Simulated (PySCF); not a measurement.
Members of the series SiXY, Y = chloro; each row names its spin state. All species are isolated molecules in the gas phase. One relaxed conformer stands for each flexible species; it need not be the lowest. Strings in code marks are SMILES.

The LUMO from two functionals at the same geometries (PBE0-D3(BJ)/def2-TZVP), both in PySCF: PBE-D3(BJ)/def2-TZVP and PBE0-D3(BJ)/def2-TZVP. 

```
species                                                    PBE0-D3(BJ)/def2-TZVP (eV)
---------------------------------------------------------  --------------------------
X = chloro, multiplicity 1 (`Cl[Si]Cl` (lower singlet))                         -2.86
X = amino, multiplicity 1 (`Cl[Si]N` (lower singlet))                           -1.53
X = ethynyl, multiplicity 1 (`C#C[Si]Cl` (lower singlet))                       -3.02
X = H, multiplicity 1 (`[SiH]Cl` (lower singlet))                               -2.97
```

Problem. What does PBE-D3(BJ)/def2-TZVP give for each?

Solution. 
- X = chloro, multiplicity 1 (`Cl[Si]Cl` (lower singlet)): -3.62
- X = amino, multiplicity 1 (`Cl[Si]N` (lower singlet)): -2.32
- X = ethynyl, multiplicity 1 (`C#C[Si]Cl` (lower singlet)): -3.78
- X = H, multiplicity 1 (`[SiH]Cl` (lower singlet)): -3.80
Over these rows, drawn at random from the members with no instability flagged (it was tested for open shells, ions and some series alone), PBE minus PBE0-D3(BJ): mean -0.79 eV, from -0.83 eV to -0.76 eV.
